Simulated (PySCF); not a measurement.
C6H6O2S.
Atom-mapped SMILES: `[CH3:1][O:2][C:3](=[O:4])[c:5]1[cH:6][cH:7][s:8][cH:9]1` (hydrogens: H10, H11, H12 on C1; H13 on C6; H14 on C7; H15 on C9)

Computed geometry: GFN2-xTB, gas phase.

Question: List the bond lengths, angles and torsions at this level.

Answer: 
```csv
bond,length (Å),order
C1–O2,1.419,single
O2–C3,1.344,single
C3=O4,1.207,double
C3–C5,1.470,single
C5–C6,1.423,aromatic
C6–C7,1.353,aromatic
C7–S8,1.724,aromatic
S8–C9,1.705,aromatic
C5–C9,1.368,aromatic
"C1–H10, C1–H11, C1–H12",1.091,single
C6–H13,1.074,single
C7–H14,1.072,single
C9–H15,1.071,single
```

Bonds in one row agree within 0.01 Å and their mean is given. Orders are formal, as drawn. A selection of angles:
```csv
angle,degrees
C1–O2–C3,115.6
O2–C3–O4,123.3
O2–C3–C5,111.8
O4–C3–C5,124.8
C3–C5–C6,125.4
C3–C5–C9,122.4
C6–C5–C9,112.2
C5–C6–C7,112.3
C6–C7–S8,112.1
C7–S8–C9,91.3
C5–C9–S8,112.2
```

Dihedral angles: C1–O2–C3–O4 0° (synperiplanar); O2–C3–C5–C6 0° (synperiplanar).

Of the pairs four or more bonds apart, O2···H13 is among the closest relative to their van der Waals radii: 2.57 Å, 94 % of the sum of Bondi's values. The C–C distances run from 1.353 Å (C6–C7, aromatic) to 1.470 Å (C3–C5, drawn single), a spread of 0.117 Å. The 9 heavy atoms lie in one plane (0.001 Å rms). S8 (thiophene-type sulfur) is bent (angle 91.3°). The C–O distances run from 1.207 Å (C3=O4, drawn double) to 1.419 Å (C1–O2, drawn single), a spread of 0.212 Å. The 5-membered ring C5–C6–C7–S8–C9 has internal angles of 91.3° to 112.3°; it is planar, 0.00 Å rms from its mean plane, widest ring torsion 0°.

Point group: Cs (tolerance 0.08 Å). GFN2-xTB frequencies: not computed here. The numbers are those of one conformer.
